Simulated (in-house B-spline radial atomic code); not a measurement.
Ionising K VII (K6+) with different functionals

Computed with a B-spline radial code for spherical atoms: four-component Dirac-Coulomb Hamiltonian, Fermi nucleus of rms radius 3.4349 fm, spin-restricted, spherical fractional occupations for the functionals, and exact exchange of hybrids averaged over the configuration. The ionisation energy is the difference of two self-consistent energies, [Ne] 3s2 3p1 → [Ne] 3s2, without Breit or QED terms; ε is the level of the shell that loses the electron (mean over j). The electron is taken from both j subshells in proportion to 2j + 1, so the result is a j average, not the step between ground levels.

```
   method                    rung  ΔSCF (eV)  -ε(3p) (eV)
BHandHLYP           global hybrid          ?            ?
    wB97X  range-separated hybrid     117.17       112.73
    HSE06  range-separated hybrid          ?            ?
CAM-B3LYP  range-separated hybrid     117.43       111.81
```

Question: What does HSE06 give?

Answer: ΔSCF 117.28 eV, and -ε(3p) = 109.79 eV.

Question: What does BHandHLYP give?

Answer: ΔSCF 117.44 eV, and -ε(3p) = 112.80 eV.

Question: Among the functionals, which spreads more, the ΔSCF values or the orbital energies?

Answer: The orbital energies: ΔSCF values span about 0.27 eV and the orbital energies 3.00 eV; here energy differences depend much less on the functional than eigenvalues do.

Question: How do they compare with the NIST value?

Answer: NIST lists 117.6 eV ± 0.11 (measured, ground level to ground level). Errors run from -0.39 to -0.12 eV; BHandHLYP is closest (-0.12 eV), though others lie within the uncertainty of it, and part of that can be cancellation, since the calculations leave out Breit-QED terms, spin polarisation, the choice among j levels, multiplet and fine-structure energies.
